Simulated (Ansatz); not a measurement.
Relaxation of C₂H₁₀OSiSn (15 atoms, charge 0, multiplicity 1), to a largest force component of 0.015 eV/Å in at most 40 steps.

Level of theory: RKS PBE-D4/def2-SVP in Ansatz 0.2.0.

```xyz
15
Properties=species:S:1:pos:R:3
C -0.865 1.031 1.655
Sn 0.535 -0.415 1.120
O 0.663 -1.735 2.561
C 2.463 0.426 0.865
Si 3.009 1.336 2.406
H -1.911 0.616 1.732
H -0.607 1.543 2.615
H -0.905 1.871 0.847
H -0.026 -1.200 -0.363
H 0.777 -1.249 3.382
H 2.364 1.242 0.002
H 3.177 -0.311 0.562
H 3.063 0.398 3.500
H 1.989 2.394 2.756
H 4.314 1.945 2.187
```

Q: Where does it end, and by what steps?

A: It converged. The force dipped under the threshold on the way, but the program's further checks kept it going. After 16 steps the energy has fallen by 0.451 eV; H8 moved furthest, 0.38 Å.

```json
{"step": "0", "energy less start (eV)": "0.0000", "largest force component (eV/Å)": "2.769", "accepted": "yes"}
{"step": "1", "energy less start (eV)": "-0.4096", "largest force component (eV/Å)": "0.750", "accepted": "yes"}
{"step": "2", "energy less start (eV)": "-0.4340", "largest force component (eV/Å)": "0.424", "accepted": "yes"}
{"step": "3", "energy less start (eV)": "-0.4454", "largest force component (eV/Å)": "0.246", "accepted": "yes"}
{"step": "4", "energy less start (eV)": "-0.4482", "largest force component (eV/Å)": "0.068", "accepted": "yes"}
{"step": "5", "energy less start (eV)": "-0.4490", "largest force component (eV/Å)": "0.032", "accepted": "yes"}
{"step": "6", "energy less start (eV)": "-0.4499", "largest force component (eV/Å)": "0.019", "accepted": "yes"}
{"step": "7", "energy less start (eV)": "-0.4501", "largest force component (eV/Å)": "0.016", "accepted": "yes"}
{"step": "8", "energy less start (eV)": "-0.4504", "largest force component (eV/Å)": "0.016", "accepted": "yes"}
{"step": "9", "energy less start (eV)": "-0.4504", "largest force component (eV/Å)": "0.013", "accepted": "yes"}
{"step": "10", "energy less start (eV)": "-0.4505", "largest force component (eV/Å)": "0.011", "accepted": "yes"}
{"step": "11", "energy less start (eV)": "-0.4505", "largest force component (eV/Å)": "0.043", "accepted": "yes"}
{"step": "12", "energy less start (eV)": "-0.4508", "largest force component (eV/Å)": "0.016", "accepted": "yes"}
{"step": "13", "energy less start (eV)": "-0.4509", "largest force component (eV/Å)": "0.008", "accepted": "yes"}
{"step": "14", "energy less start (eV)": "-0.4510", "largest force component (eV/Å)": "0.038", "accepted": "yes"}
{"step": "15", "energy less start (eV)": "-0.4512", "largest force component (eV/Å)": "0.022", "accepted": "yes"}
{"step": "16", "energy less start (eV)": "-0.4514", "largest force component (eV/Å)": "0.005", "accepted": "yes"}
```

```xyz
15
Properties=species:S:1:pos:R:3
C -1.031 1.125 1.539
Sn 0.465 -0.380 1.097
O 0.597 -1.696 2.625
C 2.426 0.554 0.842
Si 3.091 1.276 2.449
H -1.979 0.634 1.831
H -0.678 1.766 2.370
H -1.206 1.754 0.645
H 0.059 -1.412 -0.231
H 1.072 -1.289 3.374
H 2.322 1.348 0.073
H 3.114 -0.220 0.443
H 3.150 0.209 3.516
H 2.167 2.358 2.948
H 4.470 1.864 2.306
```

Whether the end is a true minimum wasn't checked by a vibrational analysis.

Time of the run: 45 s on 2 threads of Intel(R) Xeon(R) Platinum 8488C (Sapphire Rapids) (shared host), peak memory 0.21 GiB.
